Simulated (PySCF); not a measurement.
Match the calculated data to a structure.

All candidates are C5H6ClF.

- 13C NMR: chemical shifts (computed TMS as zero) by class: 165.5 (1 C), 116.8 (1 C), 37.5 (1 C), 33.2 (1 C), 20.0 (1 C) ppm [GIAO PBE0/pcSseg-1]
- Rotational structure: rotational constants A, B, C: 3.193, 1.874, 1.212 GHz [GFN2-xTB]
- Dipole: 2.80 D [PBE0/pcSseg-1]
- 1H NMR: chemical shifts (computed TMS as zero) by class: 2.66 (2 H), 2.53 (2 H), 1.92 (2 H) ppm [GIAO PBE0/pcSseg-1]
- NMR, other nuclei: isotropic shieldings of nuclei other than C and H, by class: 296 (1 F), 791 (1 Cl) ppm [GIAO PBE0/pcSseg-1]

Electronic properties: PySCF, gas phase, density fitting. Levels stand in brackets. One conformer (not necessarily the lowest) at the GFN2-xTB geometry, without solvent, vibrations or thermal averaging. Each NMR value is the plain mean over a class of atoms that symmetry, rotation or inversion makes alike.

Question: Which candidate is it?
A. `FC1=C(Cl)CCC1`
B. `F[C@@H]1[C@@H](Cl)C12CC2`
C. `FC[C@H]1C/C1=C/Cl`
D. `C=C(Cl)/C=C(/C)F`

Answer: A. It is `FC1=C(Cl)CCC1`. Numbering: `[F:1][C:2]1=[C:3]([Cl:4])[CH2:5][CH2:6][CH2:7]1`. Its formula, C5H6ClF, gives 2 degrees of unsaturation: 1 ring and 1 π bond in the structure found. 5 carbons fall into 5 classes; from least to most shielded: vinylic C–F carbon [C2] (165.5 ppm), vinylic C–Cl carbon [C3] (116.8 ppm), allylic carbon [C5] (37.5 ppm), allylic carbon [C7] (33.2 ppm), ring CH2 carbon [C6] (20.0 ppm). Hydrogen classes from least to most shielded: 2 H on an allylic carbon, C7 (2.66 ppm), 2 H on an allylic carbon, C5 (2.53 ppm), 2 H on a ring CH2 carbon, C6 (1.92 ppm). The other shieldings belong to: 296 ppm, vinyl fluorine [F1]; 791 ppm, vinyl chlorine [Cl4]. The optimised geometry has point group C1 and is an asymmetric top.

The others, at the same levels:
- `FC[C@H]1C/C1=C/Cl` fails: its computed 13C shifts are 131.4 (1 C), 124.7 (1 C), 88.8 (1 C), 22.5 (1 C), 16.2 (1 C) ppm, 1H shifts are 6.55 (1 H), 5.38 (1 H), 3.93 (1 H), 2.18 (1 H), 1.75 (1 H), 1.42 (1 H) ppm and rotational constant A is 4.263 GHz (against 3.193 GHz).
- `C=C(Cl)/C=C(/C)F` fails: its computed 13C shifts are 169.6 (1 C), 148.2 (1 C), 119.5 (1 C), 111.3 (1 C), 23.0 (1 C) ppm, 1H shifts are 5.37 (1 H), 5.31 (1 H), 5.24 (1 H), 2.04 (3 H) ppm and rotational constant A is 3.853 GHz (against 3.193 GHz).
- `F[C@@H]1[C@@H](Cl)C12CC2` fails: its computed 13C shifts are 84.4 (1 C), 45.8 (1 C), 24.1 (1 C), 11.2 (1 C), 10.9 (1 C) ppm, 1H shifts are 4.76 (1 H), 3.63 (1 H), 1.34 (1 H), 1.30 (1 H), 1.17 (1 H), 1.07 (1 H) ppm and rotational constant A is 2.780 GHz (against 3.193 GHz).

Each candidate is one conformer, not necessarily the lowest. Dipoles, sizes and rotational constants follow the conformer. The torsions of the flexible species, by atom-mapped SMILES:
- `[F:1][CH2:2][C@H:3]1[CH2:4]/[C:5]1=[CH:6]/[Cl:7]`: F1–C2–C3–C4 86°
- `[CH2:1]=[C:2]([Cl:3])/[CH:4]=[C:5](/[CH3:6])[F:7]`: C1–C2–C4–C5 180°

The conformers of `FC1=C(Cl)CCC1` aren't listed.
